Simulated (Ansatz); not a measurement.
The same path of F3H4HfNO (10 atoms, charge 0, multiplicity 1) was run twice with different band settings. Lost on the way: H6–O7. Made: N2–H6.

Level of theory: RKS PBE0-D4/def2-SVP in Ansatz 0.2.0.

Relaxed end points:

```xyz
10
Properties=species:S:1:pos:R:3
Hf -0.368 0.888 -0.018
N -0.656 -0.924 0.916
F -0.562 0.792 -1.942
F -2.013 1.806 0.346
F 0.911 2.028 0.847
H 1.225 -1.211 -0.412
O 1.551 -0.339 -0.691
H -0.280 -1.174 1.830
H -1.495 -1.485 0.771
H 1.687 -0.380 -1.647
```

```xyz
10
Properties=species:S:1:pos:R:3
Hf -0.102 0.903 -0.438
N -0.275 -0.990 1.078
F -0.019 2.446 -1.585
F -2.002 0.547 -0.537
F 0.638 1.677 1.174
H 0.318 -1.752 0.746
O 1.054 -0.334 -1.403
H 0.027 -0.756 2.024
H -1.228 -1.348 1.138
H 1.589 -0.392 -2.196
```

Common settings: movable images 5; climbing image yes; spring 5.0 eV/Å²; optimiser quadratic models (default); force threshold 0.03 eV/Å; iteration limit 60; end points relaxed.

| run | start path |
| --- | --- |
| 1 | through a guess of the saddle point |
| 2 | straight line |

What does each run give, and how far can it be trusted?

Run 1: converged after 14 iterations, highest image 0.143 eV above the first end. A vibrational analysis at the climbing image gives one clearly imaginary mode, 635i cm⁻¹: a first-order saddle point.
Run 2: converged after 15 iterations, highest image 0.144 eV above the first end. Another band between the same ends (5 images) ends at a top of the same energy, where a vibrational analysis finds 1 clearly imaginary mode.
The orbitals stay closed-shell, which can raise the energy where a bond breaks towards radicals; this wasn't checked here.
